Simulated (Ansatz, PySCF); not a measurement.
1-bromo-3-fluoropropa-1,2-diene (C₃H₂BrF), SMILES C(=C=CF)Br. Atoms are numbered in the order given.

```xyz
7

F     -3.1488     0.3447    -0.9380
C     -2.3978    -0.4496    -0.1694
C     -1.1074    -0.6024    -0.3425
C      0.1788    -0.7823    -0.4737
Br     1.4577     0.2850     0.4135
H     -2.9706    -0.9615     0.6119
H      0.6179    -1.5595    -1.1062
```

Geometry: ωB97X-D3(BJ)/def2-SVP.

Two levels are set side by side: PBE-D3(BJ)/def2-SVP (Ansatz, a quantum-chemistry and plane-wave program) and ωB97X-D3(BJ)/def2-SVP (PySCF). Each level has its own optimised geometry; the coordinates shown are those of the second. Frequencies come from the Hessian of PySCF at each geometry. Differences are taken from unrounded values.

```csv
quantity,ωB97X-D3(BJ)
mean bond length (Å),1.338
bond F1–C2 (Å),1.336
bond C2–C3 (Å),1.311
bond C3–C4 (Å),1.305
bond C4–Br5 (Å),1.887
bond C2–H6 (Å),1.096
bond C4–H7 (Å),1.094
highest harmonic wavenumber (cm⁻¹),3232
mean harmonic wavenumber (cm⁻¹),1179
zero-point energy (kcal/mol),25.29
```

### Question
What does PBE-D3(BJ) give, and how far is it from ωB97X-D3(BJ)? (The exact figures need the calculation; the answer reports its results.)

### Answer

| quantity | PBE-D3(BJ) | PBE-D3(BJ) minus ωB97X-D3(BJ) |
|---|---|---|
| mean bond length (Å) | 1.350 | 0.011 |
| bond F1–C2 (Å) | 1.345 | 0.009 |
| bond C2–C3 (Å) | 1.320 | 0.009 |
| bond C3–C4 (Å) | 1.312 | 0.006 |
| bond C4–Br5 (Å) | 1.913 | 0.026 |
| bond C2–H6 (Å) | 1.105 | 0.009 |
| bond C4–H7 (Å) | 1.102 | 0.008 |
| highest harmonic wavenumber (cm⁻¹) | 3118 | -114 |
| mean harmonic wavenumber (cm⁻¹) | 1119 | -60 |
| zero-point energy (kcal/mol) | 23.99 | -1.30 |

Exact exchange shortens and stiffens bonds; PBE has none. Differences between two approximate levels are no errors against the true value.
